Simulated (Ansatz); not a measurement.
Geometry optimisation, Ansatz 0.2.0, RKS B3LYP-D4/def2-SVP.

The input (input.yaml):

```yaml
crystal:
  periodic: [false, false, false]
  atoms:
    - { symbol: Ga, position_ang: [0.0, 0.0, 0.0] }
    - { symbol: C, position_ang: [1.4139, 0.0, 1.6593] }
    - { symbol: H, position_ang: [0.4143, -0.3092, 2.0298] }
    - { symbol: H, position_ang: [2.1815, -0.7111, 2.0298] }
    - { symbol: H, position_ang: [1.6459, 1.0203, 2.0298] }
    - { symbol: H, position_ang: [1.7614, 0.0, 0.174] }
    - { symbol: Cl, position_ang: [-1.9398, 0.0, -1.12] }
basis:
  gaussian: { orbitals: def2-SVP }
hamiltonian:
  xc: b3lyp
  dispersion: d4
relax:
  f_tol: 0.15
  max_steps: 25
  restrain:
    - { distance: [1, 5], at: 1.11, k: 30.0 }
    - { distance: [0, 1], at: 3.18, k: 30.0 }
    - { distance: [0, 5], at: 2.77, k: 30.0 }
```

Run as:

```bash
$ ansatz run input.yaml --threads 2 --pin off --max-ram 3072MiB --backend cpu --events-out ev --progress --plain --runs-dir out
```

Q: Where does it end, and by what steps?

A: The run converged. The restraints hold the end off the free minimum; the threshold counts their pulls, which the force column leaves out. Restrained pairs: C2–H6 (1.53 → 1.11 Å), Ga1–C2 (2.18 → 3.18 Å), Ga1–H6 (1.77 → 2.77 Å). After 15 steps the energy has fallen by 4.772 eV (the restraints' own energy left out); Ga1 moved furthest, 1.33 Å.

| step | energy less start (eV) | largest force component (eV/Å) | accepted |
| --- | --- | --- | --- |
| 0 | 0.0000 | 5.164 | yes |
| 1 | -1.1302 | 4.925 | yes |
| 2 | -1.5091 | 7.127 | yes |
| 3 | -2.7330 | 6.319 | yes |
| 4 | -3.9063 | 3.144 | yes |
| 5 | -4.5336 | 0.660 | yes |
| 6 | -4.5964 | 0.430 | yes |
| 7 | -4.6426 | 0.360 | yes |
| 8 | -4.6699 | 0.311 | yes |
| 9 | -4.6965 | 0.397 | yes |
| 10 | -4.7159 | 0.453 | yes |
| 11 | -4.7375 | 0.429 | yes |
| 12 | -4.7570 | 0.264 | yes |
| 13 | -4.7693 | 0.249 | yes |
| 14 | -4.7701 | 0.192 | yes |
| 15 | -4.7723 | 0.163 | yes |

```xyz
7
Properties=species:S:1:pos:R:3
Ga -0.066 0.874 -0.998
C 1.463 -0.102 1.619
H 0.453 -0.530 1.668
H 2.115 -0.596 2.354
H 1.426 0.976 1.834
H 1.886 -0.261 0.610
Cl -1.800 -0.361 -0.285
```

The run took 31 s on 2 threads of Arm Neoverse V1 (shared host), peak memory 0.17 GiB.
